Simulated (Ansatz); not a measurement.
The inner images of a band of BGaH4O (7 atoms, charge 0, multiplicity 1) are given out of order.

Computed with RKS B3LYP-D4/def2-SVP (Ansatz 0.2.0).

First end point:

```xyz
7
Properties=species:S:1:pos:R:3
B -1.398 0.019 0.029
Ga 0.629 0.006 0.538
O 1.930 -0.083 -0.709
H -2.042 -1.001 -0.048
H -1.996 1.047 -0.185
H 1.296 0.069 1.960
H 1.641 -0.125 -1.629
```

Last end point:

```xyz
7
Properties=species:S:1:pos:R:3
B -1.128 0.060 0.799
Ga 0.668 0.110 -0.290
O 2.173 0.099 -1.241
H -1.559 -0.981 0.332
H -1.664 1.085 0.427
H -0.732 0.017 1.947
H 2.303 -0.459 -2.020
```

Q: Put them in order from the first end to the last, with their energies above the first end.
A.
```xyz
7
Properties=species:S:1:pos:R:3
B -1.410 0.035 0.211
Ga 0.523 -0.025 -0.180
O 2.180 -0.100 -0.814
H -1.917 -0.993 0.579
H -1.891 1.111 0.456
H 0.350 0.080 1.479
H 2.226 -0.176 -1.777
```
B.
```xyz
7
Properties=species:S:1:pos:R:3
B -1.458 0.023 0.120
Ga 0.572 -0.010 0.055
O 2.126 -0.094 -0.820
H -2.028 -0.994 0.432
H -2.008 1.080 0.309
H 0.755 0.085 1.641
H 2.102 -0.158 -1.783
```
C.
```xyz
7
Properties=species:S:1:pos:R:3
B -1.199 0.036 0.571
Ga 0.473 -0.033 -0.463
O 2.199 -0.071 -0.869
H -1.794 -1.017 0.643
H -1.814 1.076 0.497
H -0.069 0.100 1.406
H 2.267 -0.159 -1.831
```
D.
```xyz
7
Properties=species:S:1:pos:R:3
B -1.160 0.048 0.765
Ga 0.516 -0.045 -0.486
O 2.193 -0.099 -1.081
H -1.724 -1.009 0.573
H -1.721 1.070 0.430
H -0.465 0.116 1.770
H 2.423 -0.149 -2.017
```
E.
```xyz
7
Properties=species:S:1:pos:R:3
B -1.450 0.020 0.049
Ga 0.607 0.000 0.310
O 2.062 -0.089 -0.741
H -2.094 -0.995 0.162
H -2.063 1.060 0.050
H 1.056 0.077 1.821
H 1.942 -0.142 -1.697
```

A: E (+0.07 eV), B (+0.28 eV), A (+0.46 eV), C (-0.48 eV), D (-0.93 eV).

Time of the run: 3.1 min on 1 thread of Arm Neoverse V2, on a shared host, peak memory 0.25 GiB.
